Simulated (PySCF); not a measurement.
# Rb⁺: ionisation energy

Rb⁺ [Kr] (1S) → Rb²⁺ [Ar] 3d10 4s2 4p5 (2P), as a difference of total energies. Calculation: PySCF 2.14, in def2-SVP with the def2 core potential (28 electrons); scalar relativity through the core potential. Correlated levels: valence: 4s2 frozen. The calculations carry no spin-orbit coupling.

```tsv
method	ionisation energy (eV)	difference from reference (eV)
UHF	26.633	-0.657
M06-2X	27.659	+0.369
BP86	27.543	+0.253
MP2 (valence)	27.122	-0.168
SCS-MP2 (valence)	27.099	-0.191
CCSD (valence)	27.168	-0.122
CCSD(T) (valence)	27.178	-0.112
```

Reference: 27.290 eV (measured; NIST Atomic Spectra Database, ionization energies).

The reference lies between the lowest fine-structure levels, while these numbers refer to the centres of the terms.

Errors of the correlated levels include the incompleteness of this basis and the frozen core.
